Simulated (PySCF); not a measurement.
Species: C5H8O2.
Atom-mapped SMILES: `[CH2:1]=[C:2]([O:3][CH3:4])[C:5]([CH3:6])=[O:7]` (hydrogens: H8, H9 on C1; H10, H11, H12 on C4; H13, H14, H15 on C6)

Structure optimised with GFN2-xTB, isolated species.

Task: List the bond lengths, angles and torsions at this level.

Result: 
| bond | length (pm) |
| --- | --- |
| C1=C2 | 133.5 |
| C2–O3 | 136.1 |
| O3–C4 | 140.8 |
| C2–C5 | 149.6 |
| C5–C6 | 150.1 |
| C5=O7 | 120.8 |
| C1–H8 | 107.5 |
| C1–H9 | 107.4 |
| C4–H10, C4–H11, C4–H12 | 109.2 |
| C6–H13, C6–H14, C6–H15 | 108.7 |

Bonds in one row agree within 1 pm and their mean is given. A selection of angles:
| angle | degrees |
| --- | --- |
| C2–C1–H8 | 118.2 |
| C2–C1–H9 | 124.3 |
| H8–C1–H9 | 117.4 |
| C1–C2–O3 | 126.9 |
| C1–C2–C5 | 119.9 |
| O3–C2–C5 | 113.2 |
| C2–O3–C4 | 117.3 |
| O3–C4–H10 | 106.0 |
| O3–C4–H11 | 111.3 |
| H10–C4–H11 | 109.5 |
| C2–C5–C6 | 115.0 |
| C2–C5–O7 | 121.5 |
| C6–C5–O7 | 123.4 |
| C5–C6–H13 | 110.0 |
| H13–C6–H14 | 110.2 |
| H14–C6–H15 | 107.5 |

Dihedral angles: C1–C2–O3–C4 0° (synperiplanar); C1–C2–C5–C6 180° (antiperiplanar).

O3 (ether oxygen) is bent (angle 117.3°). Of the pairs four or more bonds apart, C4···H9 is among the closest relative to their van der Waals radii: 2.60 Å, 90 % of the sum of Bondi's values. The 3 C–O bonds span 1.208 Å (C5=O7, drawn double) to 1.408 Å (O3–C4, drawn single), a spread of 0.200 Å. The C–C distances run from 1.335 Å (C1=C2, drawn double) to 1.501 Å (C5–C6, drawn single), a spread of 0.166 Å. The 7 heavy atoms lie in one plane (0.001 Å rms).

Point group: Cs (tolerance 0.08 Å). Not checked by GFN2-xTB frequencies. The numbers are those of one conformer.

All values are computed, not measured.
